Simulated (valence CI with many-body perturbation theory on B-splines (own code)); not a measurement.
E1 line list for Lu64+

Method: configuration interaction combined with many-body perturbation theory (CI+MBPT): five valence electrons over a frozen Dirac-Fock core [He], a basis of 9 s, 9 p, 8 d, 6 f, 3 g, 1 h functions for each j, with the one-electron correlation potential Σ1 (screened to all orders), the two-electron term Σ2, the three-electron term Σ3, Breit, model QED; selected single and double excitations, second order for the rest (own B-spline code, finite nucleus).

No measured spectrum was set against this ion. As an estimate, large intervals hold to a few tenths of a per cent, small ones and those within an open d or f shell to about a per cent. Among the levels kept, up to 1200 cm⁻¹ of a level comes from second order outside the variational space, and about a tenth of that is noise between levels of different J, which matters for small intervals.

Lines 1 to 50 of 256 in falling wavelength, among levels below 82227 × 10³ cm⁻¹, chosen from the strongest by gf and those to the six lowest levels. Wavelengths and rates use the calculated energies. Electric multipoles are in the length gauge, E1 and E2 with the static RPA response of the core. Weak lines are less certain than strong ones. Lines between different terms over intervals too small for the method are left out, as are lines whose strength nearly cancels. The highest levels of a list are the least certain.

Levels are named by their leading jj configuration (3d3/2^4 stands for four electrons in 3d with j = 3/2), which in mixed levels can hold well under half, so a name can repeat and another be missing. Letters in brackets count levels of one name in rising energy.

| λ vac (Å) | Upper | Lower | A (s⁻¹) | log gf | Branch % |
| --- | --- | --- | --- | --- | --- |
| 152.4 | (2s 2p1/2^2 2p3/2 3p1/2) J=5/2 | (2s 2p1/2^2 2p3/2 3s) J=3/2 [a] | 2.76e+09 | -1.24 | 0.0 |
| 136.3 | (2s^2 2p1/2 2p3/2 3p1/2) J=5/2 | (2s^2 2p1/2 2p3/2 3s) J=3/2 [b] | 3.92e+09 | -1.18 | 0.2 |
| 134.1 | (2s 2p1/2^2 2p3/2 3p1/2) J=3/2 [b] | (2s 2p1/2^2 2p3/2 3s) J=3/2 [b] | 4.38e+09 | -1.33 | 0.0 |
| 127.3 | (2s^2 2p1/2 2p3/2 3p1/2) J=5/2 | (2s^2 2p1/2 2p3/2 3s) J=5/2 | 4.52e+09 | -1.18 | 0.2 |
| 125.9 | (2s^2 2p1/2^2 3p1/2) J=1/2 | (2s^2 2p1/2^2 3s) J=1/2 | 1.01e+10 | -1.32 | 0.4 |
| 121.4 | (2s 2p1/2^2 2p3/2 3p1/2) J=3/2 [b] | (2s 2p1/2^2 2p3/2 3s) J=1/2 | 4.88e+09 | -1.37 | 0.0 |
| 119.7 | (2s^2 2p1/2 2p3/2 3p1/2) J=3/2 [a] | (2s^2 2p1/2 2p3/2 3s) J=3/2 [a] | 5.36e+09 | -1.34 | 0.3 |
| 114.4 | (2s 2p1/2^2 2p3/2 3p1/2) J=3/2 [a] | (2s 2p1/2^2 2p3/2 3s) J=5/2 | 1.09e+10 | -1.07 | 0.0 |
| 113.4 | (2s 2p1/2^2 2p3/2 3p1/2) J=5/2 | (2s 2p1/2^2 2p3/2 3s) J=5/2 | 7.13e+09 | -1.08 | 0.0 |
| 90.91 | (2s^2 2p1/2 2p3/2 3p1/2) J=3/2 [b] | (2s^2 2p1/2 2p3/2 3s) J=5/2 | 1.75e+10 | -1.06 | 0.5 |
| 75.57 | (2s^2 2p1/2 2p3/2 3d5/2) J=3/2 [a] | (2s^2 2p1/2 2p3/2 3p3/2) J=3/2 [b] | 1.33e+10 | -1.34 | 0.0 |
| 74.18 | (2s^2 2p1/2 2p3/2 3d5/2) J=3/2 [b] | (2s^2 2p1/2 2p3/2 3p3/2) J=1/2 [b] | 1.90e+10 | -1.20 | 0.0 |
| 72.02 | (2s^2 2p1/2 2p3/2 3d5/2) J=1/2 | (2s^2 2p1/2 2p3/2 3p3/2) J=1/2 [b] | 2.81e+10 | -1.36 | 0.0 |
| 70.65 | (2s^2 2p1/2 2p3/2 3d5/2) J=5/2 [b] | (2s^2 2p1/2 2p3/2 3p3/2) J=5/2 [b] | 1.37e+10 | -1.21 | 0.0 |
| 70.44 | (2s 2p1/2^2 2p3/2 3d5/2) J=5/2 | (2s 2p1/2^2 2p3/2 3p3/2) J=5/2 [a] | 1.93e+10 | -1.07 | 0.0 |
| 69.45 | (2s 2p1/2^2 2p3/2 3d5/2) J=9/2 | (2s 2p1/2^2 2p3/2 3p3/2) J=7/2 | 5.82e+10 | -0.38 | 43.6 |
| 68.29 | (2s^2 2p1/2 2p3/2 3d5/2) J=7/2 [a] | (2s^2 2p1/2 2p3/2 3p3/2) J=5/2 [a] | 4.97e+10 | -0.56 | 0.2 |
| 67.93 | (2s^2 2p1/2 2p3/2 3d5/2) J=5/2 [b] | (2s^2 2p1/2 2p3/2 3p3/2) J=3/2 [b] | 2.99e+10 | -0.91 | 0.0 |
| 67.58 | (2s^2 2p1/2 2p3/2 3d5/2) J=7/2 [b] | (2s^2 2p1/2 2p3/2 3p3/2) J=5/2 [b] | 4.65e+10 | -0.59 | 0.0 |
| 66.64 | (2s^2 2p1/2 2p3/2 3d5/2) J=9/2 | (2s^2 2p1/2 2p3/2 3p3/2) J=7/2 | 6.10e+10 | -0.39 | 48.8 |
| 66.30 | (2s^2 2p1/2^2 3d5/2) J=5/2 | (2s^2 2p1/2^2 3p3/2) J=3/2 | 6.26e+10 | -0.61 | 0.0 |
| 64.12 | (2s 2p1/2^2 2p3/2 3d5/2) J=5/2 | (2s 2p1/2^2 2p3/2 3p3/2) J=3/2 [a] | 4.19e+10 | -0.81 | 0.0 |
| 64.03 | (2s^2 2p1/2 2p3/2 3d5/2) J=5/2 [a] | (2s^2 2p1/2 2p3/2 3p3/2) J=3/2 [a] | 4.65e+10 | -0.77 | 0.0 |
| 63.57 | (2s^2 2p1/2 2p3/2 3d5/2) J=3/2 [a] | (2s^2 2p1/2 2p3/2 3p3/2) J=1/2 [a] | 3.77e+10 | -1.04 | 0.0 |
| 58.78 | (2s^2 2p1/2 2p3/2 3d5/2) J=7/2 [b] | (2s^2 2p1/2 2p3/2 3p3/2) J=7/2 | 1.42e+10 | -1.23 | 0.0 |
| 55.41 | (2s^2 2p1/2 2p3/2 3d5/2) J=3/2 [b] | (2s^2 2p1/2 2p3/2 3p3/2) J=3/2 [a] | 3.66e+10 | -1.17 | 0.0 |
| 47.66 | (2s 2p1/2^2 2p3/2 3d3/2) J=7/2 | (2s^2 2p1/2 2p3/2 3d3/2) J=5/2 [b] | 1.57e+10 | -1.37 | 0.1 |
| 43.27 | (2s 2p1/2^2 2p3/2 3p3/2) J=7/2 | (2s^2 2p1/2 2p3/2 3p3/2) J=5/2 [a] | 5.98e+10 | -0.87 | 0.7 |
| 41.10 | (2s 2p1/2^2 2p3/2^2) J=5/2 | (2s^2 2p1/2 2p3/2^2) J=5/2 | 1.80e+10 | -1.56 | 0.9 |
| 38.20 | (2s 2p1/2^2 2p3/2^2) J=5/2 | (2s^2 2p1/2 2p3/2^2) J=3/2 | 2.89e+10 | -1.42 | 1.5 |
| 36.34 | (2s 2p1/2^2 2p3/2 3p3/2) J=5/2 [b] | (2s^2 2p1/2 2p3/2 3p3/2) J=3/2 [b] | 4.31e+10 | -1.29 | 0.0 |
| 35.14 | (2s 2p1/2^2 2p3/2^2) J=1/2 | (2s^2 2p1/2 2p3/2^2) J=1/2 | 6.49e+10 | -1.62 | 0.9 |
| 35.01 | (2s 2p1/2^2 2p3/2^2) J=3/2 | (2s^2 2p1/2 2p3/2^2) J=1/2 | 3.84e+07 | -4.55 | 0.0 |
| 34.80 | (2s 2p1/2^2 2p3/2 3d3/2) J=5/2 [b] | (2s^2 2p1/2 2p3/2 3d3/2) J=7/2 | 4.46e+10 | -1.31 | 0.1 |
| 34.28 | (2s 2p1/2^2 2p3/2 3p3/2) J=5/2 [b] | (2s^2 2p1/2 2p3/2 3p3/2) J=7/2 | 4.31e+10 | -1.34 | 0.0 |
| 33.30 | (2s 2p1/2^2 2p3/2 3p3/2) J=5/2 [a] | (2s 2p1/2^2 2p3/2 3s) J=3/2 [b] | 5.12e+10 | -1.29 | 0.0 |
| 30.75 | (2s 2p1/2^2 2p3/2^2) J=3/2 | (2s^2 2p1/2 2p3/2^2) J=5/2 | 7.44e+10 | -1.37 | 0.5 |
| 29.69 | (2s^2 2p1/2 2p3/2 3d3/2) J=5/2 [b] | (2s^2 2p1/2 2p3/2 3p1/2) J=3/2 [b] | 3.37e+11 | -0.57 | 0.0 |
| 29.39 | (2s^2 2p1/2 2p3/2 3p3/2) J=1/2 [a] | (2s^2 2p1/2 2p3/2 3s) J=3/2 [b] | 1.71e+11 | -1.35 | 1.5 |
| 29.28 | (2s^2 2p1/2 2p3/2 3d3/2) J=3/2 [b] | (2s^2 2p1/2 2p3/2 3p1/2) J=3/2 [b] | 4.00e+11 | -0.69 | 0.0 |
| 29.18 | (2s 2p1/2^2 2p3/2^2) J=1/2 | (2s^2 2p1/2 2p3/2^2) J=3/2 | 1.45e+08 | -4.43 | 0.0 |
| 29.16 | (2s^2 2p1/2 2p3/2 3d3/2) J=5/2 [a] | (2s^2 2p1/2 2p3/2 3p1/2) J=5/2 | 1.07e+11 | -1.09 | 0.1 |
| 29.14 | (2s^2 2p1/2 2p3/2 3p3/2) J=3/2 [a] | (2s^2 2p1/2 2p3/2 3s) J=3/2 [b] | 3.40e+11 | -0.76 | 9.6 |
| 29.09 | (2s 2p1/2^2 2p3/2^2) J=3/2 | (2s^2 2p1/2 2p3/2^2) J=3/2 | 2.44e+10 | -1.91 | 0.2 |
| 29.04 | (2s 2p1/2^2 2p3/2 3p3/2) J=3/2 [a] | (2s 2p1/2^2 2p3/2 3s) J=3/2 [a] | 6.64e+11 | -0.47 | 0.2 |
| 29.01 | (2p1/2^2 2p3/2^3) J=3/2 | (2s 2p1/2 2p3/2^3) J=5/2 | 1.52e+11 | -1.11 | 0.8 |
| 28.82 | (2s 2p1/2^2 2p3/2 3d3/2) J=3/2 [b] | (2s 2p1/2^2 2p3/2 3p1/2) J=3/2 [b] | 2.12e+11 | -0.98 | 0.2 |
| 28.72 | (2s 2p1/2^2 2p3/2 3d3/2) J=3/2 [b] | (2s 2p1/2^2 2p3/2 3p1/2) J=1/2 | 2.87e+11 | -0.85 | 0.3 |
| 28.68 | (2s 2p1/2^2 2p3/2 3d3/2) J=5/2 [a] | (2s 2p1/2^2 2p3/2 3p1/2) J=5/2 | 3.38e+11 | -0.60 | 0.3 |
| 28.65 | (2s^2 2p1/2 2p3/2 3d3/2) J=1/2 [b] | (2s^2 2p1/2 2p3/2 3p1/2) J=3/2 [b] | 5.22e+11 | -0.89 | 0.0 |
